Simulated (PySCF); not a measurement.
Static response to an electric field

C₅H₃F₄P.
Geometry (GFN2-xTB, Å), atoms numbered from 1 in this order:
```
atom  x, y, z in Å
C1     2.611    0.473    0.426
C2     1.342    0.244    0.078
C3     0.591   -0.877    0.563
F4     1.243   -1.656    1.457
P5    -1.001   -1.409    0.285
C6    -1.526   -0.229   -1.015
F7    -0.725   -0.001   -2.076
C8    -2.758    0.275   -1.029
F9    -3.297    1.041   -1.960
F10   -3.600    0.082   -0.023
H11    3.146    1.329    0.054
H12    3.143   -0.189    1.089
H13    0.827    0.916   -0.590
```

Level: CAM-B3LYP/def2-SVPD (PySCF), static field, nuclei fixed, core orbitals frozen in the response. The polarisability tensor in these axes (au):

```
x   153.47  11.56  20.00
y    11.56  77.80  -8.28
z    20.00  -8.28  73.16
```

Q: Diagonalise the tensor; give its mean and Δα, where Δα² is half the sum of the squared differences of the eigenvalues.

A: Principal values 61.16, 84.00 and 159.27 au; mean 101.48 au = 15.04 Å³ = 16.73 × 10⁻⁴⁰ C²·m²/J; Δα = 88.91 au (88 % of the mean).

Q: What is the dipole moment, and where does it point?

A: (1.37, 1.13, 0.01) D, 1.78 D in size, pointing from the negative to the positive side. Measured along this direction, the outermost atoms are F10 at the negative end and H11 at the positive end.

Q: Rayleigh depolarisation ratio (linearly polarised light, static tensor)?

A: ρ = 3Δα²/(45ᾱ² + 4Δα²) = 23715.6/(463386 + 31620.8) = 0.0479.

Q: What would n − 1 = 2πNα be for an ideal gas of these molecules at 350 K and 1 atm, electronic part alone?

A: N = p/kT = 2.0968 × 10¹⁹ cm⁻³, so n − 1 = 2π × N × 15.04 × 10⁻²⁴ cm³ = 1981 × 10⁻⁶ at long wavelengths, for an ideal gas.

Q: What molar refraction does this α imply?

A: Lorentz–Lorenz: R = (4π/3)N_A α = 2.5225 cm³/(mol·Å³) × 15.04 Å³ = 37.9 cm³/mol, in the limit of long wavelengths.

Q: In TDDFT the mean static polarisability is Σ f/ω² over all singlet excitations (ω in hartree). How much of it do the 8 lowest give? Their energies (eV) and oscillator strengths: 3.96, 0.3531; 4.73, 0.1605; 5.42, 0.0571; 5.87, 0.0357; 6.17, 0.0174; 6.28, 0.0145; 6.50, 0.0405; 6.70, 0.0439.

A: They add up to 26.21 au, 25.8 % of the 101.48 au; the largest single term is 16.66 au, from the state at 3.96 eV. Terms in order: 16.66, 5.31, 1.44, 0.77, 0.34, 0.27, 0.71, 0.72 au. Higher excitations give the rest. The strengths listed sum to 0.723.

Q: In a dilute gas of rigid molecules at 298 K, how does the orientational term μ²/3kT compare with the electronic polarisability?

A: In Gaussian units μ²/3kT = 25.58 Å³ against 15.04 Å³, a ratio of 1.70; the Debye molar polarisation (4π/3)N_A(α + μ²/3kT) is 102.5 cm³/mol, leaving out the vibrational part.

Geometry: GFN2-xTB, one conformer, isolated molecule.

These values come from a run that also computed excited states. The run took 74 s (with the writing of density and orbital grids) on an Arm Neoverse V1 with one thread, shared host with 32 logical CPUs at a one-minute load of 8.5, and the process peaked at 1.1 GiB of memory.
